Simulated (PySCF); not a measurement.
## GeCl₃: from structure and modes to constants

All numbers come from UPBE0 in PySCF with Ge def2-TZVP, Cl def2-TZVP; no relativity; density-fitted integrals.

The doublet minimum has C3v symmetry. Masses (u): Ge 73.92118, Cl 34.96885.

```xyz
4
charge 0 multiplicity 2, angstrom
Ge    0.0000    0.4348   -0.0206
Cl    0.0000   -0.2121    2.0290
Cl    1.7465   -0.3553   -0.9926
Cl   -1.7465   -0.3553   -0.9926
```

Harmonic wavenumbers (cm⁻¹): 130.1 (e, ×2), 165.6 (a1, ×1), 388.8 (a1, ×1), 427.8 (e, ×2).

Problem. Find the principal moments of inertia and the rotational constants. What kind of rotor is it?

Solution. About the centre of mass I = 237.28, 237.28, 426.64 u Å². With B = 16.8576/I this gives 0.07105, 0.07105, 0.03951 cm⁻¹. The molecule is an oblate symmetric top.

Problem. Find the vibrational entropy and heat capacity at 298.15 K.

Solution. With u = 1.43878 ω/T, each mode gives S = R[u/(eᵘ−1) − ln(1−e⁻ᵘ)] and C = R u² eᵘ/(eᵘ−1)².
```csv
ω (cm⁻¹),u,S (J/(mol K)),C (J/(mol K))
130.1 (×2),0.628,12.32,8.05
165.6,0.799,10.39,7.89
388.8,1.876,4.20,6.25
427.8 (×2),2.064,3.62,5.90
```
The sums over all modes are S = 46.5 and C = 42.0 J/(mol K); the softest mode gives 27 % of the entropy (each member, where degenerate).

Problem. Give the standard entropy (298.15 K, 1 bar) by its translational, rotational, vibrational and spin parts, and Cp.

Solution. Sackur–Tetrode with M = 178.83 u gives 173.5; rotation with symmetry number 3 gives 110.0; vibration 46.5; spin R ln 2 = 5.8. The total is 335.8 J/(mol K), and Cp = 4 R + 42.0 = 75.3 J/(mol K).

Only a few start shapes were tried, so a lower isomer may exist.
